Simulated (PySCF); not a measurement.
C3H12N2OSi, SMILES C[Si](OCC)(N)N, singlet, GFN2-xTB optimised geometry.

```
19

C     -1.67    -1.57    -3.33
C     -1.73    -1.15    -1.87
O     -0.42    -0.99    -1.38
Si     0.05    -0.25     0.00
C     -0.55    -1.12     1.58
N     -0.65     1.34     0.00
N      1.78    -0.25     0.00
H     -2.68    -1.71    -3.72
H     -1.17    -0.80    -3.92
H     -1.12    -2.50    -3.44
H     -2.28    -0.22    -1.76
H     -2.24    -1.92    -1.28
H     -0.02    -0.74     2.45
H     -1.61    -0.96     1.74
H     -0.38    -2.19     1.53
H     -0.54     1.89    -0.84
H     -0.48     1.92     0.80
H      2.24     0.09    -0.83
H      2.24    -1.09     0.30
```

Density from PySCF with PBE0/def2-SVP at that geometry.

Minimum of the electron density along straight lines between bonded atoms, close to the bond critical point (lines longer than 1.1 times the sum of covalent radii, or with two minima, are not listed):

```tsv
bond	length / Å	ρ at the minimum / e bohr⁻³	∇²ρ there / e bohr⁻⁵	position (fraction from the first atom)
C1–C2	1.522	0.250	-0.59	0.49
C2–O3	1.403	0.255	-0.34	0.34
O3–Si4	1.635	0.126	1.04	0.59
Si4–C5	1.897	0.113	0.32	0.38
Si4–N6	1.734	0.122	0.71	0.40
Si4–N7	1.732	0.123	0.72	0.40
C1–H8	1.087	0.276	-1.00	0.62
C1–H9	1.087	0.277	-1.01	0.62
C1–H10	1.087	0.277	-1.02	0.63
C2–H11	1.096	0.282	-1.06	0.63
C2–H12	1.097	0.280	-1.04	0.63
C5–H13	1.084	0.272	-0.97	0.62
C5–H14	1.085	0.272	-0.97	0.62
C5–H15	1.086	0.271	-0.96	0.62
N6–H16	1.008	0.331	-1.51	0.76
N6–H17	1.007	0.332	-1.52	0.76
N7–H18	1.008	0.331	-1.51	0.76
N7–H19	1.007	0.332	-1.52	0.76
```
